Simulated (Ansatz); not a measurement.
`CO[SiH2][AlH2]` + H–F → `CO[SiH2]F` + `[AlH3]` at 500 K and 1 bar (cleavage of the Si–Al bond).

Program: Ansatz. Geometries: PBE0-D4/def2-TZVP. ΔE: electronic, gas phase. CCSD(T)/CBS adds triple-zeta CCSD(T) − MP2 to the extrapolated MP2 energy (def2 sets, frozen cores). This one scheme is used for every species. One conformer a species, not always the lowest.

```
         species  CCSD(T)/CBS energy (Eh)  H − E (kJ/mol)  S (J/(mol·K))
`CO[SiH2][AlH2]`               -648.52635           240.0          432.5
             H–F               -100.39570            39.4          188.7
     `CO[SiH2]F`               -505.20189           202.7          369.3
        `[AlH3]`               -243.78045            68.7          232.2
```

H − E and S are ideal-gas, rigid-rotor, harmonic terms from PBE0-D4/def2-TZVP, for one conformer and one mirror image of each species. 1 Eh = 2625.50 kJ/mol, R = 8.31446 J/(mol·K).

By hand: ΔE, ΔH, ΔS and ΔG.

ΔE = (-505.20189) + (-243.78045) − (-648.52635) − (-100.39570) = -0.06029 Eh = -158.3 kJ/mol. Δ(H − E) = 202.7 + 68.7 − 240.0 − 39.4 = -8.0, so ΔH = -166.3 kJ/mol. ΔS = 369.3 + 232.2 − 432.5 − 188.7 = -19.7 J/(mol·K). ΔG = -166.3 − 500 × (-19.7)/1000 = -156.5 kJ/mol.

By hand: the equilibrium constant, and the temperature at which ΔG would vanish if ΔH and ΔS stayed fixed.

log₁₀ K = −ΔG/(RT ln 10) = 16.3. ΔG = 0 at ΔH/ΔS = 8442 K, far beyond where these terms or the molecules hold.

ΔH outweighs TΔS. A doubt of 5 kJ/mol in ΔE shifts log₁₀ K by 0.5 here. Other conformers and mirror images would add mixing entropy, several J/(mol·K) or more a flexible species. These are equilibria of isolated gas molecules and say nothing of rates. Largest T1 diagnostic: 0.012 (customary marks: 0.02 for closed shells, 0.045 for open ones).
